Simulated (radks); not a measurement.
In XXXI, 19 electrons, occupied as [Ar] 4s1 (not the ground configuration). Calculated with a radial shooting solver on a logarithmic mesh with Libxc functionals: Dirac Kohn-Sham, PBE, spin-unpolarised, spherical densities, point nucleus. Some entries of the table are withheld. Estimate them.

orbital  occ.  eigenvalue (Ry)  <1/r> (bohr^-1)
1s1/2       2        -2149.808            51.86
2s1/2       2        -414.4836              (1)
2p1/2       2        -394.7997            12.06
2p3/2       4        -379.0774            11.27
3s1/2       2              (2)            4.722
3p1/2       2        -142.0043            4.656
3p3/2       4        -138.3704            4.458
3d3/2       0        -127.3010            4.334
3d5/2       0        -126.4663            4.283
4s1/2       1        -74.84813              (3)
4p1/2       0              (4)            2.363
4p3/2       0              (5)            2.291
5s1/2       0        -45.01391            1.463

Answer. 
(1) 2s1/2 <1/r> (bohr^-1): 12.11
(2) 3s1/2 eigenvalue (Ry): -149.2699
(3) 4s1/2 <1/r> (bohr^-1): 2.402
(4) 4p1/2 eigenvalue (Ry): -71.80554
(5) 4p3/2 eigenvalue (Ry): -70.52532
